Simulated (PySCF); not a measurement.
The vertical singlet excitations below were computed for one of the candidates. Level of theory: TDDFT CAM-B3LYP/def2-SVPD, vertical, gas phase, core orbitals frozen in the response (PySCF). Geometries: GFN2-xTB, one conformer each.

```csv
state,E (eV),λ (nm),f
S1,5.69,217.8,0.0010
S2,6.27,197.8,0.083
S3,6.50,190.8,0.0044
S4,6.62,187.3,0.023
S5,6.72,184.4,0.021
S6,6.92,179.1,0.035
S7,7.17,172.8,0.238
S8,7.31,169.6,0.0082
```

Triplets computed (Tamm–Dancoff): 4.22, 5.26, 5.95 eV.

Question: Which candidate is it? All have the formula C4H10OSSi.
A. `C=C[SiH2]OCSC`
B. `C[C@H](S)C(=O)C[SiH3]`
C. `[Si@@H]1(S)[C@@H]([C@@H]1C)OC`

Answer: A. Its S1, at 5.69 eV, is the highest among the candidates; the nearest of the others has S1 at 5.32 eV. S1 is HOMO→LUMO+1 (72%), HOMO→LUMO+11 (8%). Löwdin shares by element: HOMO sulfur 70%, carbon 17% or more; LUMO carbon 56% or more, silicon 18%, hydrogen 4% or more (atoms not listed hold the other 22%). At the same level the other candidates give, for their lowest levels:
- `CO[C@@H]1[C@H](C)[Si@@H]1S`: 5.32 eV (f 0.020); 5.71 eV (f 0.056); 6.20 eV (f 0.005); 6.23 eV (f 0.009); 6.38 eV (f 0.059); T1 4.62 eV; HOMO -7.70, LUMO 0.73 eV
- `C[C@H](S)C(=O)C[SiH3]`: 4.40 eV (f 0.003); 5.30 eV (f 0.009); 6.11 eV (f 0.037); 6.69 eV (f 0.009); 6.96 eV (f 0.029); T1 3.88 eV; HOMO -8.43, LUMO 0.09 eV

The values belong to the conformer `[CH2:1]=[CH:2][SiH2:3][O:4][CH2:5][S:6][CH3:7]`: C1–C2–Si3–O4 69°, C2–Si3–O4–C5 180°, Si3–O4–C5–S6 47°, O4–C5–S6–C7 -91°.

Without π bonds the low states are Rydberg-like; a valence basis with one diffuse set may place them up to an eV too high.
